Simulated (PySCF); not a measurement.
Here is a job for PySCF.
```python
from pyscf import gto, scf, dft
from pyscf.geomopt import geometric_solver

mol = gto.Mole()
mol.atom = '''
    Cl    0.00258431   -0.00793375   -0.53942720
    O     0.00589039    0.00520001    1.05579859
'''
mol.basis = 'def2-svp'
mol.spin = 1
mol.verbose = 3
mol.build()

def method(m):
    mf = dft.UKS(m)
    mf.xc = 'b3lyp'
    return mf

conv, mol_eq = geometric_solver.kernel(method(mol), maxsteps=100)
print('optimisation converged:', conv)
print(mol_eq.tostring(format='xyz'))
mf = method(mol_eq)
mf.kernel()
```

Problem. What does this run give for the total energy at the end of the optimisation, number of basis functions?

Solution. 
```yaml
total_energy_at_the_end_of_the_optimisation: -535.1029 Eh
number_of_basis_functions: 32
```

These values belong to the state on which the SCF converged, which isn't shown to be the lowest.

Problem. Roughly what does it cost on one core?

Solution. very roughly 11 core-seconds.
